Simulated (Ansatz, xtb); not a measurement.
**C4H4ClNS2: which of two isomers lies lower**

Structure a: `CSc1scnc1Cl`, a singlet. Structure b: `CSc1nc(Cl)cs1`, a singlet. Both are isolated molecules in the gas phase, relaxed with r2SCAN-D4/def2-SVP; the shapes shown needn't be the lowest conformers.

a (Å):

```json
{"atom": "C", "x (Å)": "-1.6595", "y (Å)": "1.6158", "z (Å)": "-2.3479"}
{"atom": "C", "x (Å)": "-0.7802", "y (Å)": "0.3821", "z (Å)": "-0.0567"}
{"atom": "C", "x (Å)": "-0.9385", "y (Å)": "-1.6829", "z (Å)": "1.2435"}
{"atom": "C", "x (Å)": "0.0606", "y (Å)": "-0.6659", "z (Å)": "-0.4081"}
{"atom": "Cl", "x (Å)": "1.1847", "y (Å)": "-0.5618", "z (Å)": "-1.7102"}
{"atom": "N", "x (Å)": "-0.0337", "y (Å)": "-1.8086", "z (Å)": "0.3092"}
{"atom": "S", "x (Å)": "-0.9008", "y (Å)": "1.9869", "z (Å)": "-0.7311"}
{"atom": "S", "x (Å)": "-1.7543", "y (Å)": "-0.1569", "z (Å)": "1.2862"}
{"atom": "H", "x (Å)": "-2.6570", "y (Å)": "1.1731", "z (Å)": "-2.2176"}
{"atom": "H", "x (Å)": "-1.7515", "y (Å)": "2.5811", "z (Å)": "-2.8664"}
{"atom": "H", "x (Å)": "-1.0108", "y (Å)": "0.9483", "z (Å)": "-2.9324"}
{"atom": "H", "x (Å)": "-1.1728", "y (Å)": "-2.4675", "z (Å)": "1.9681"}
```

b (Å):

```xyz
12

C     2.5939    2.2933   -1.0793
C     1.2840    0.5787    0.5550
C    -0.2133   -0.7766   -0.2861
C    -0.3335   -1.1908    1.0165
Cl   -1.1374   -1.4392   -1.5851
N     0.6870    0.2092   -0.5472
S     2.5098    1.8170    0.6657
S     0.7642   -0.2782    1.9974
H     3.3521    3.0862   -1.1343
H     2.8921    1.4346   -1.6954
H     1.6202    2.6699   -1.4195
H    -0.9861   -1.9558    1.4324
```

Estimate which is lower in electronic energy at CCSD(T)/def2-SVP + ΔMP2/def2-TZVPP, and by roughly how much.

The CCSD(T)/def2-SVP + ΔMP2/def2-TZVPP calculation puts structure b lower, by 2.4 kcal/mol.

Level by level:

| level | geometry | E(b) − E(a) (kcal/mol) | departure from the last row (kcal/mol) | job, with rough time for the two |
| --- | --- | --- | --- | --- |
| GFN2-xTB | GFN2-xTB | −5.6 | −3.2 | optimisation, 0.25 s |
| HF/STO-3G | GFN2-xTB | −6.3 | −3.9 | single point, 0.44 s |
| r2SCAN-D4/def2-SVP//GFN2-xTB | GFN2-xTB | −4.4 | −2.0 | single point, 4.1 s |
| r2SCAN-D4/def2-SVP | r2SCAN-D4/def2-SVP | −3.4 | −1.0 | optimisation, 46 s |
| HF/def2-SVP | r2SCAN-D4/def2-SVP | −3.4 | −1.0 | part of the CCSD(T) run |
| MP2/def2-SVP | r2SCAN-D4/def2-SVP | −1.4 | +1.0 | part of the CCSD(T) run |
| CCSD(T)/def2-SVP | r2SCAN-D4/def2-SVP | −1.8 | +0.6 | single point |
| CCSD(T)/def2-SVP + ΔMP2/def2-TZVPP | r2SCAN-D4/def2-SVP | −2.4 |  | single point, 75 s |

As drawn, both hold the same kinds of bond in the same numbers.

The levels shown agree on the order. The largest departure from CCSD(T)/def2-SVP + ΔMP2/def2-TZVPP is that of HF/STO-3G, 3.9 kcal/mol. The last row adds to CCSD(T) the change of the MP2 difference between the two basis sets, here −0.6 kcal/mol.

With thermal terms from frequencies at re-optimised GFN2-xTB minima (ideal gas, soft modes damped towards free rotors, one conformer each, 298.15 K, 1 atm): the zero-point term adds 0.0 kcal/mol; ΔH is −2.4 and ΔG −2.5 kcal/mol.

The correlated steps freeze 20 core orbitals. Run with Ansatz 0.2.0, xtb 6.7.1; the last row on 4 threads of Arm Neoverse V2 on a shared host.
